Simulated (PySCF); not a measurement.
**Working out the electron affinity of As**

As⁻ [Ar] 3d10 4s2 4p4 (3P) → As [Ar] 3d10 4s2 4p3 (4S). All numbers are calculated (PySCF 2.14, scalar relativity through the core potential, in aug-cc-pwCVTZ-PP with ECP10MDF (8s7p6d4f1g, 96 functions)). Frozen: nothing. Energies in hartree (1 hartree = 27.21139 eV):

| part | As⁻ (lower) | As (upper) |
| --- | --- | --- |
| UHF | -331.199328 | -331.210249 |
| MP2 opposite-spin | -0.603346 | -0.579573 |
| MP2 same-spin | -0.287705 | -0.283677 |

Q: What does Hartree-Fock give?

A: (-331.210249) − (-331.199328) = -0.010921 hartree = -0.297 eV.

Q: What do MP2 and SCS-MP2 (6/5 opposite-spin, 1/3 same-spin) give?

A: The opposite-spin parts differ by 0.647 eV and the same-spin parts by 0.110 eV. MP2: -0.297 + (0.647) + (0.110) = 0.460 eV. SCS-MP2: -0.297 + 1.2 × (0.647) + (0.110)/3 = 0.516 eV.

Reference: 0.804 eV (measured; photodetachment measurements, as compiled on the Wikipedia data page of electron affinities), between the lowest levels; spin-orbit coupling is absent from the calculation.

What remains against the reference includes basis incompleteness and correlation beyond second order.
